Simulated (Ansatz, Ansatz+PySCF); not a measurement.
```yaml
atoms:
  - { symbol: C, position_ang: [0.3755, -1.2317, 0.1529] }
  - { symbol: C, position_ang: [-0.1567, 0.1401, 0.5400] }
  - { symbol: C, position_ang: [-0.2366, 1.1075, -0.6316] }
  - { symbol: H, position_ang: [0.4227, -1.9104, 1.0185] }
  - { symbol: H, position_ang: [-0.2636, -1.7084, -0.6084] }
  - { symbol: H, position_ang: [1.3911, -1.1619, -0.2701] }
  - { symbol: H, position_ang: [0.4824, 0.5722, 1.3297] }
  - { symbol: H, position_ang: [-1.1567, 0.0309, 0.9946] }
  - { symbol: H, position_ang: [-0.6244, 2.0907, -0.3234] }
  - { symbol: H, position_ang: [0.7550, 1.2689, -1.0854] }
  - { symbol: H, position_ang: [-0.8997, 0.7224, -1.4236] }
```

Basis set: def2-SVP (spherical functions). Left uncorrelated: 3 orbitals. Charge 0, multiplicity 3.

Computed with Ansatz (development build ahead of 0.2.0); each method stands on the lowest determinant of its kind that the runs found.

Problem. Give the atomization energy at this shape (free ground-state atoms in the same class of orbitals less the molecule, no zero-point energy) of triplet C3H8 by UHF-MP2, UHF.

Solution.

```tsv
method	atomization energy
UHF-MP2	3072.3 kJ/mol
UHF	2331.7 kJ/mol
```

Caution: another spin multiplicity may lie lower; the determinant breaks the point group.
